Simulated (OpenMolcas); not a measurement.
**Computed transition rates of Ne2+**

| Property | Result |
| --- | --- |
| Program | OpenMolcas 26.06 |
| Method | CASSCF |
| Basis | ANO-RCC-VQZP [5s4p3d2f1g] |
| Scalar Hamiltonian | DKH2, point nucleus |
| Active space | 6 electrons in 4 orbitals (2s 2p) |
| State averaging | 2S+1 = 3 even, 3 roots; 2S+1 = 1 even, 6 roots; 2S+1 = 3 odd, 3 roots; 2S+1 = 1 odd, 3 roots |
| Spin-orbit coupling | RASSI with atomic mean-field integrals over the reference wave functions, term energies averaged over their components |

Rates come from the transition moments of the reference wave functions (E1 and E2 in the length form). At fixed line strength A goes as λ^-3 for E1 and M1 and as λ^-5 for E2, so a rate at the computed wavelength can be rescaled to the measured one. Measured vacuum wavelengths follow from level energies in Moore, Atomic Energy Levels, vol. I, NSRDS-NBS 35 (1971 reprint of NBS Circular 467, 1949). Branching counts decays inside the model space alone, at computed energies, and the table is only a selection of the E2 and M1 lines, drawn from those between levels with measured partners whose computed energy lies within a factor of 1.5 of the measured one.

| Upper | Lower | Type | λ computed (nm) | λ measured (nm) | A computed (s-1) | A rescaled (s-1) | Branching % |
| --- | --- | --- | --- | --- | --- | --- | --- |
| 2s² 2p⁴ ³P₀ | 2s² 2p⁴ ³P₁ | M1 | 35060 | 36100 | 1.26e-03 | 1.15e-03 | 100.0 |
| 2s² 2p⁴ ³P₁ | 2s² 2p⁴ ³P₂ | M1 | 16580 | 15380 | 4.95e-03 | 6.20e-03 | 100.0 |
| 2s² 2p⁴ ¹S₀ | 2s² 2p⁴ ¹D₂ | E2 | 401.8 | 334.4 | 1.13e+00 | 2.83e+00 | 36.6 |
| 2s² 2p⁴ ¹D₂ | 2s² 2p⁴ ³P₁ | M1 | 367.3 | 397 | 6.24e-02 |  | 23.8 |
| 2s² 2p⁴ ¹D₂ | 2s² 2p⁴ ³P₂ | M1 | 359.3 | 387 | 2.00e-01 |  | 76.1 |
| 2s² 2p⁴ ¹S₀ | 2s² 2p⁴ ³P₁ | M1 | 191.9 | 181.5 | 1.95e+00 |  | 63.3 |

Spin-changing lines and M1 lines between different terms are not rescaled, since their strength hangs on the term gaps too.

The largest correction is for 2s² 2p⁴ ¹S₀ → 2s² 2p⁴ ¹D₂ (E2): 1.13e+00 × (401.8 / 334.4)^5 = 2.83e+00 s-1, a factor of 2.50.

The computed rate and branching of 2s² 2p⁴ ³P₁ → 2s² 2p⁴ ³P₂ give the upper level a radiative lifetime of 1.000 / 4.95e-03 s-1 = 2.02e+02 s, counting decays inside the model space alone. The rescaled rate gives about 1.6e+02 s.

No measured rate stands beside these. Rescaling mends the energy factor alone: line strengths can still be far off where a level mixes with configurations outside the active space, and weak or spin-changing lines hang on small mixing coefficients that depend on the term gaps too, so rescaling need not improve them.

Computed and measured levels are paired by configuration, term and J; levels that our copy of the source lacks, or whose pairing is in doubt (as where it misses far off the trend of its configuration), stay unpaired. Levels of configurations outside the active space are missing.
